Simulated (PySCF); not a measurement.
A calculated (TPSS, PySCF 2.14, x2c-SVPall, the spin-free X2C one-electron Hamiltonian (Gaussian nucleus)) atom or ion has these occupied shells.

```csv
shell,electrons,orbital energy (eV),"rms radius, mean of both spins (bohr)"
1s α,1,-2757.8,0.105
1s β,1,-2757.6,0.105
2s α,1,-254.08,0.483
2s β,1,-253.94,0.483
2p α,3,-192.07,0.454
2p β,3,-191.86,0.454
3s α,1,-21.137,1.67
3s β,1,-19.865,1.67
3p α,3,-8.735,1.96
3p β,2,-7.787,1.96
```

Question: Name the element and its charge.

Answer: Cl (chlorine, neutral), in [Ne] 3s2 3p5, 2P determinant.
